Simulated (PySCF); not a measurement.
Compound: tetravinylsilane, C8H12Si.
SMILES with atom numbers: `[CH2:1]=[CH:2][Si:3]([CH:4]=[CH2:5])([CH:6]=[CH2:7])[CH:8]=[CH2:9]` (hydrogens: H10, H11 on C1; H12 on C2; H13 on C4; H14, H15 on C5; H16 on C6; H17, H18 on C7; H19 on C8; H20, H21 on C9)

Cartesian coordinates in Å at the PBE0-D3(BJ)/def2-SVP level; atoms count from 1:
```
atom  x, y, z in Å
C1    -1.761   -1.485   -1.883
C2    -1.706   -1.143   -0.590
Si3   -0.357   -0.076    0.156
C4    -1.126    1.220    1.273
C5    -0.678    2.479    1.357
C6     0.798   -1.154    1.168
C7     1.202   -0.855    2.408
C8     0.605    0.764   -1.216
C9     1.940    0.758   -1.301
H10   -1.010   -1.140   -2.603
H11   -2.554   -2.125   -2.286
H12   -2.492   -1.529    0.074
H13   -1.976    0.933    1.907
H14   -1.133    3.218    2.028
H15    0.166    2.828    0.752
H16    1.168   -2.082    0.710
H17    0.866    0.057    2.914
H18    1.883   -1.502    2.973
H19    0.041    1.315   -1.982
H20    2.559    0.234   -0.563
H21    2.478    1.275   -2.105
```

Computed with PySCF at PBE0/pcSseg-1, non-relativistic, on one gas-phase PBE0-D3(BJ)/def2-SVP geometry that isn't relaxed in the solvent. The solvent is an IEF-PCM continuum (cavity from Bondi-type radii × 1.2). Only the electrostatic response of the medium enters.

```
run  E − E(gas) (kcal/mol)  HOMO (eV)  HOMO–LUMO gap (eV)  dipole (D)
gas                   0.00      -7.63                6.95        0.31
  P                  -2.55      -7.66                6.96        0.34
  Q                  -3.18      -7.68                6.96        0.34
```

Problem. The runs were made in tetrahydrofuran and water. Which run belongs to which solvent?

Solution. P = tetrahydrofuran, Q = water. The dielectric constants are 7.426 (tetrahydrofuran), 78.36 (water), and the energy falls further as ε rises. In this model the ground state sees the solvent through ε alone.

Problem. How constant is the ratio of the lowering to (ε − 1)/(2ε + 1)?

Solution. 
```tsv
solvent	(ε − 1)/(2ε + 1)	E − E(gas) (kcal/mol)	ratio (kcal/mol)	polarisation term (kcal/mol)
tetrahydrofuran	0.405	-2.55	-6.3	-2.70
water	0.490	-3.18	-6.5	-3.41
```

The ratio changes by +3.0 % in size from tetrahydrofuran to water. The polarisation term is half the interaction of the solute with the induced surface charges.

Hardware: an x86-64 server with one thread (shared host). Cost: 36 s of wall time. This is the whole shielding run at PBE0/pcSseg-1 in water, SCF included.
